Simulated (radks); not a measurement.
Species: neutral erbium. Configuration: [Xe] 4f12 6s1.5 6p0.5 (fractional occupations, a model configuration).

Calculated with a radial shooting solver on a logarithmic mesh with Libxc functionals: Dirac Kohn-Sham, RPBE, spin-unpolarised, spherical densities, finite nucleus; open shells are shared between the two j in proportion to 2j + 1; Fermi nuclear charge, rms radius 5.2516 fm.

Energy parts (eV):
part                      energy
total                 -356435.56
kinetic                393330.47
electron-nucleus      -881802.58
Hartree                139647.07
exchange-correlation    -7610.52

Orbitals (lengths in bohr, moments of r in powers of bohr; r(90%) holds 90 % of the orbital's charge):
orbital      occ.  eigenvalue (eV)       <r^4>   <1/r>  r(90%)
1s1/2           2        -57296.96   8.646e-07   77.55  0.0369
2s1/2           2        -9621.227   0.0001338   18.65   0.134
2p1/2           2        -9164.286  0.00008189   18.62   0.118
2p3/2           4        -8247.515   0.0001118   16.15   0.128
3s1/2           2        -2156.338    0.005075   6.827   0.330
3p1/2           2        -1955.742    0.004555   6.742   0.323
3p3/2           4        -1763.173    0.005743   6.111   0.342
3d3/2           4        -1420.107    0.004039   5.995   0.314
3d5/2           6        -1378.021    0.004337   5.841   0.319
4s1/2           2        -426.0005      0.1239   2.855   0.730
4p1/2           2        -345.8069      0.1392   2.745   0.753
4p3/2           4        -302.5077      0.1761   2.527   0.798
4d3/2           4        -170.5360      0.2456   2.305   0.869
4d5/2           6        -162.6670      0.2653   2.252   0.885
4f5/2     5.14286          -4.4922       3.418   1.660    1.43
4f7/2     6.85714          -3.4096       4.364   1.628    1.48
5s1/2           2         -52.5564       4.726   1.063    1.81
5p1/2           2         -30.9940       8.339  0.9303    2.09
5p3/2           4         -25.6487       11.47  0.8525    2.26
6s1/2         1.5          -4.2057       539.3  0.3137    5.94
6p1/2    0.166667          -1.6466        2242  0.2247    8.54
6p3/2    0.333333          -1.4136        3029  0.2078    9.22

The highest occupied level is 6p3/2 at -1.414 eV. The electron density at the nucleus is 8.734e+05 e/bohr^3.
